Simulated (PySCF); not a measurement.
Mg(Me)(SMe) (C₂H₆MgS), SMILES [CH3][Mg][S]C.

Coordinates come from a B3LYP-D3(BJ)/def2-SVP optimisation. The structure was generated by enumeration; whether it is a known compound was not checked. One conformer was computed; it need not be the lowest.

Computed with PBE0/def2-TZVP (PySCF).

### Question
Estimate the frontier levels, gap, dipole moment and polarisability. (An estimate is asked for; the answer gives what the named calculation found.)

### Answer

The highest occupied level is -6.32 eV and the lowest empty level is -0.90 eV. The orbital gap comes out as 5.43 eV, the dipole moment is 1.70 D and the quadrupole, principal values (traceless, Buckingham form, about the centre of nuclear charge) is -11.53, 3.14, 8.39 D·Å. The mean static polarisability comes out as 74.2 bohr³ (10.99 Å³) and the polarisability, principal values is 60.3, 65.7, 96.6 bohr³.
